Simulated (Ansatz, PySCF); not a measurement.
This triplet is an excited state, 1.11 eV above the relaxed singlet at the level frozen-core CCSD(T)/cc-pVTZ // B3LYP-D3(BJ)/def2-TZVP (Ansatz, a quantum-chemistry and plane-wave program).

B3LYP has the VWN-RPA correlation part, as in Gaussian. 

## C$_{2}$H$_{4}$S, SMILES `S([CH2])[CH2]` (excited triplet) (charge 0, multiplicity 3)

The numbers are results of B3LYP-D3(BJ)/def2-TZVP run with PySCF 2.14.0, not measurements.

```
Quantity                                        Result
-----------------------------  -----------------------
highest occupied spin orbital                 -4.63 eV
dipole moment                                   0.63 D
total energy                              -476.7590 Ha
cost                           roughly 70 core-seconds
```

```xyz
7

C      1.3060     0.1120    -0.2429
S      0.1206    -1.0814     0.1777
C     -1.3073    -0.1005     0.2512
H      1.1806     1.1304     0.0981
H      2.2866    -0.2555    -0.5076
H     -2.1947    -0.5707     0.6488
H     -1.3917     0.7658    -0.3903
```
Charge 0, spin multiplicity 3.
